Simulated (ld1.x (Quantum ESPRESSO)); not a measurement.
# Br (Z = 35), TM: configuration errors across variants

ld1.x (Quantum ESPRESSO) 7.5 input, shortened:

```
&input
   title='Br', zed=35., rel=1, dft='PBE', iswitch=3,
   config='[Ar] 3d10 4s2 4p5 4d-2'
 /
 &inputp
   pseudotype=2, tm=.true., lloc=0,
   nlcc=.true., rcore=0.75
 /
3
4P  2  1   5.00   0.00  1.40  1.40  0.0
4D  3  2  -2.00  -0.15  1.20  1.20  0.0
4S  1  0   2.00   0.00  1.40  1.40  0.0
 &test
   configts(1)='4s2 4p5'
 /
```

All-electron excitation energies from the reference (eV): (1) 4s2 4p4 12.554; (2) 4s2 4p3 35.314; (3) 4s2 4p2 69.297; (4) 4s1 4p6 12.371; (5) 4s1 4p5 25.558; (6) 4s2 4p5.3 -1.963; (7) 4s2 4p4.5 5.075.

A true bound ghost makes a file unfit for plane-wave use even where its test errors are small: the radial tests pick states by their node count and pass the ghost by.

Errors AE − PS in meV (a dash: test not solved or not reliable):

| change | (1) | (2) | (3) | (4) | (5) | (6) | (7) | bound ghosts |
| --- | --- | --- | --- | --- | --- | --- | --- | --- |
| base | -4.3 | -18 | -49 | -6.7 | -17 | +0.2 | -1.3 | p, d |
| wave 4p (bound): rc 1.40 bohr becomes 4p (bound): rc 0.92 bohr | -142 | -317 | -513 | – | -4.2 | +4.2 | +14 | d, p |
| wave 4p (bound): rc 1.40 bohr becomes 4p (bound): rc 1.04 bohr | -22 | -90 | -194 | -10 | -45 | -1.4 | -5.5 | d, p |
| wave 4p (bound): rc 1.40 bohr becomes 4p (bound): rc 1.16 bohr | -7.6 | -35 | -90 | -5.9 | -24 | 0.0 | -1.9 | p, d |
| wave 4p (bound): rc 1.40 bohr becomes 4p (bound): rc 1.30 bohr | -4.5 | -20 | -55 | -5.8 | -17 | +0.2 | -1.3 | p, d |
| wave 4p (bound): rc 1.40 bohr becomes 4p (bound): rc 1.42 bohr | -4.3 | -18 | -49 | -6.7 | -17 | +0.2 | -1.3 | p, d |
| wave 4p (bound): rc 1.40 bohr becomes 4p (bound): rc 1.60 bohr | -4.2 | -17 | -46 | -7.7 | -17 | +0.3 | -1.3 | d |
| wave 4p (bound): rc 1.40 bohr becomes 4p (bound): rc 1.80 bohr | -4.4 | -19 | -51 | -6.6 | -17 | +0.2 | -1.4 | p, d |
| wave 4p (bound): rc 1.40 bohr becomes 4p (bound): rc 2.00 bohr | -5.0 | -23 | -67 | -4.1 | -15 | +0.2 | -1.5 | p, d |
| wave 4p (bound): rc 1.40 bohr becomes 4p (bound): rc 2.10 bohr | -5.5 | -27 | -81 | -2.4 | -14 | +0.2 | -1.6 | p, d |

Q: Give the same row for: wave 4p (bound): rc 1.40 bohr becomes 4p (bound): rc 1.72 bohr.

A: -4.3, -18, -47, -7.4, -17, +0.3, -1.4; bound ghosts: d.
